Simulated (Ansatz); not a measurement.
Problem. Name a neutral molecule of C, F, O, S, Si and H with size of the dipole moment (ωB97M-V/def2-TZVPP) between 1.90 and 2.20 D and LUMO energy (PBE/def2-TZVPP) between -1.05 and -0.75 eV (Ansatz, PBE0-D4/def2-TZVP geometry).

Solution. `CO[Si](F)(F)SC` (2.03 D, -0.84 eV). Other molecules can fit too; these were computed, each in one conformer that needn't be the lowest.
